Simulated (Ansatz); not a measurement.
The cluster PtAu2. Charge 0, multiplicity 1. Geometry B3LYP-D4/def2-TZVP, basis def2-TZVP, Ansatz.

```xyz
3

Pt    0.1441   -0.8042    1.1759
Au   -0.3281    1.5489    0.2278
Au    0.1839   -0.7448   -1.4036
```

```
run  HOMO (eV)  LUMO (eV)
  A      -4.97      -4.11
  B      -4.74      -4.23
  C      -5.12      -4.63
  D      -8.22      -1.26
  E      -8.04      -1.42
  F      -5.93      -3.34
```

In the def2 sets Au, Pt take a core potential; there is no spin–orbit coupling. LC-ωPBE has ω = 0.4 bohr⁻¹. The structure comes from a short search, and lower isomers may exist.

Q: The runs used BLYP, LC-ωPBE, LDA (SPW92), PBE0, r2SCAN, ωB97X-V. Estimate which is which.

A: A r2SCAN (0 % exact exchange); B BLYP (0 % exact exchange); C LDA (SPW92) (0 % exact exchange); D LC-ωPBE (range-separated); E ωB97X-V (range-separated); F PBE0 (25 % exact exchange). Exact exchange lowers occupied and raises empty levels; among semilocal functionals meta-GGAs tend to open the gap a little, and such runs are hard to tell apart. The gap grows from 0.49 eV (LDA (SPW92)) to 6.97 eV (LC-ωPBE). This restricted singlet of an open-shell metal (gap down to 0.49 eV) wasn't tested against broken symmetry.
